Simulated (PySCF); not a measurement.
Species: C4H6BN.
InChI=1S/C4H6BN/c1-2-4-6-5-3-1/h1-6H

The calculation used PySCF, BHandHLYP/def2-SVP geometry optimisation, gas phase.

Masses are those of the commonest isotopes; rigid-rotor values at the optimised geometry. 

**Question.** Give the principal moments of inertia and the rotational constants in GHz.

**Answer.** Ia = 88.26, Ib = 93.64, Ic = 181.90 u·Å²; 505379 MHz·u·Å²/I gives 5726, 5397 and 2778 MHz, that is A = 5.7260, B = 5.3973, C = 2.7784 GHz.

**Question.** What kind of rotor is it?

**Answer.** An asymmetric top. Ray's parameter κ = (2B − A − C)/(A − C) = 0.777; −1 is the prolate and +1 the oblate limit.

**Question.** What does the inertial defect say?

**Answer.** Planar: Δ = Ic − Ia − Ib = 0.00 u·Å². For a rigid frame Δ = −2 Σ m c², so it vanishes when all atoms lie in the ab plane; here none is more than 0.01 Å from it.

**Question.** Give the coordinates in the principal-axis frame, origin at the centre of mass.

**Answer.** The sense of each axis is arbitrary; atoms in the order of the calculation.
```json
{"atom": "B1", "mass (u)": "11.009", "a (Å)": "-0.250", "b (Å)": "1.435", "c (Å)": "0.000"}
{"atom": "C2", "mass (u)": "12.000", "a (Å)": "1.163", "b (Å)": "0.890", "c (Å)": "0.000"}
{"atom": "C3", "mass (u)": "12.000", "a (Å)": "1.340", "b (Å)": "-0.464", "c (Å)": "0.000"}
{"atom": "C4", "mass (u)": "12.000", "a (Å)": "0.241", "b (Å)": "-1.367", "c (Å)": "0.000"}
{"atom": "C5", "mass (u)": "12.000", "a (Å)": "-1.031", "b (Å)": "-0.889", "c (Å)": "0.000"}
{"atom": "N6", "mass (u)": "14.003", "a (Å)": "-1.277", "b (Å)": "0.444", "c (Å)": "0.000"}
{"atom": "H7", "mass (u)": "1.008", "a (Å)": "-0.578", "b (Å)": "2.588", "c (Å)": "0.000"}
{"atom": "H8", "mass (u)": "1.008", "a (Å)": "2.045", "b (Å)": "1.524", "c (Å)": "0.000"}
{"atom": "H9", "mass (u)": "1.008", "a (Å)": "2.340", "b (Å)": "-0.893", "c (Å)": "0.000"}
{"atom": "H10", "mass (u)": "1.008", "a (Å)": "0.406", "b (Å)": "-2.437", "c (Å)": "0.000"}
{"atom": "H11", "mass (u)": "1.008", "a (Å)": "-1.890", "b (Å)": "-1.553", "c (Å)": "0.000"}
{"atom": "H12", "mass (u)": "1.008", "a (Å)": "-2.245", "b (Å)": "0.713", "c (Å)": "0.000"}
```

**Question.** Predict some low-J microwave lines.

**Answer.** The dipole components are |μa| = 1.64 D, |μb| = 1.41 D, |μc| = 0.00 D; the mirror of this Cs structure is the ab plane, so μc vanishes by symmetry and there are no c-type lines. Intensities carry the squares of the components, which stand as 1.00 : 0.74 (a : b). Some lines, for components of 0.1 D or more:

```json
{"type": "a", "branch": "Q", "J(Ka,Kc)": "1(1,0) ← 1(1,1)", "MHz": "2619", "lower level (cm⁻¹)": "0.284"}
{"type": "b", "branch": "Q", "J(Ka,Kc)": "1(1,0) ← 1(0,1)", "MHz": "2948", "lower level (cm⁻¹)": "0.273"}
{"type": "b", "branch": "Q", "J(Ka,Kc)": "3(3,0) ← 3(2,1)", "MHz": "3894", "lower level (cm⁻¹)": "2.101"}
{"type": "a", "branch": "Q", "J(Ka,Kc)": "2(1,1) ← 2(1,2)", "MHz": "7857", "lower level (cm⁻¹)": "0.742"}
{"type": "a", "branch": "R", "J(Ka,Kc)": "1(0,1) ← 0(0,0)", "MHz": "8176", "lower level (cm⁻¹)": "0.000"}
{"type": "b", "branch": "R", "J(Ka,Kc)": "2(0,2) ← 1(1,1)", "MHz": "13703", "lower level (cm⁻¹)": "0.284"}
{"type": "b", "branch": "R", "J(Ka,Kc)": "2(1,2) ← 1(0,1)", "MHz": "14061", "lower level (cm⁻¹)": "0.273"}
{"type": "b", "branch": "R", "J(Ka,Kc)": "3(0,3) ← 2(1,2)", "MHz": "19435", "lower level (cm⁻¹)": "0.742"}
{"type": "a", "branch": "R", "J(Ka,Kc)": "3(1,3) ← 2(1,2)", "MHz": "19436", "lower level (cm⁻¹)": "0.742"}
{"type": "a", "branch": "R", "J(Ka,Kc)": "3(0,3) ← 2(0,2)", "MHz": "19464", "lower level (cm⁻¹)": "0.741"}
{"type": "b", "branch": "R", "J(Ka,Kc)": "2(2,1) ← 1(1,0)", "MHz": "19956", "lower level (cm⁻¹)": "0.371"}
{"type": "a", "branch": "R", "J(Ka,Kc)": "3(2,2) ← 2(2,1)", "MHz": "24527", "lower level (cm⁻¹)": "1.037"}
{"type": "a", "branch": "R", "J(Ka,Kc)": "3(1,2) ← 2(1,1)", "MHz": "25369", "lower level (cm⁻¹)": "1.004"}
{"type": "b", "branch": "R", "J(Ka,Kc)": "3(3,1) ← 2(2,0)", "MHz": "31561", "lower level (cm⁻¹)": "1.114"}
{"type": "b", "branch": "R", "J(Ka,Kc)": "3(3,0) ← 2(2,1)", "MHz": "35804", "lower level (cm⁻¹)": "1.037"}
```

**Question.** Estimate the classical rotational partition function at 25 K, 50 K and 500 K.

**Answer.** Point group Cs, symmetry number σ = 1; q = (√π/σ)·√((kT/h)³/(ABC)), k/h = 20836.6 MHz/K: 2270 at 25 K, 6430 at 50 K, 203000 at 500 K.

Whether it is a minimum is left open (no frequencies). No vibrational averaging or centrifugal distortion is included, and the geometry carries the error of its method. Quadrupole hyperfine structure (11B, 14N) is left out.

On one thread, Arm Neoverse N1 (aarch64), no GPU, shared host with 64 logical CPUs at a one-minute load of 20, this took 24 s wall and 0.50 GiB of memory at its peak. These figures are those of the optimisation.
